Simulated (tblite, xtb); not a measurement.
F₆Re (SMILES [F][Re]([F])([F])([F])([F])[F]), doublet, geometry from GFN2-xTB (such geometries of metal compounds can be far from the true shape) (the multiplicity is a formal guess). Base run: xtb with GFN1-xTB.

xtb was given this input:
```
$ xtb mol.xyz --gfn 1 --uhf 1 --json

# file mol.xyz
7

Re     0.00000000    -0.00000000     0.00000000
F      1.10905314    -0.46150799    -1.35505160
F     -1.10905314     0.46150799     1.35505160
F     -1.11122240     0.75995228    -1.16831620
F     -0.88020309    -1.57166272    -0.18512734
F      0.88020309     1.57166272     0.18512734
F      1.11122240    -0.75995228     1.16831620
```

Programs used: tblite, xtb; a row that names a program was run with it.

Each row names what was changed in the base input (with any setting that the change needs).

| change | ΔE vs base (kJ/mol) | G_solv (kcal/mol) | SCF cycles |
|---|---|---|---|
| base | 0.00 | - | 10 |
| acc = 0.1 | 0.00 | - | 11 |
| gbsa = thf | -1.31 | -0.31 | 10 |
| acc = 1000 | 0.00 | - | 7 |
| acc = 30 | 0.00 | - | 8 |
| alpb = ch2cl2 | 25.33 | 6.04 | 10 |
| program = tblite; method = gfn1; option = --grad | 0.00 | - | - |
| program = tblite; method = gfn1; option = (--alpb, water) | 16.17 | - | - |
| program = tblite; method = gfn1; option = (--guess, eeq) | 0.00 | - | - |

ALPB and GBSA are two models with their own fitted parameters for each solvent, which aren't always the measured dielectric constant.
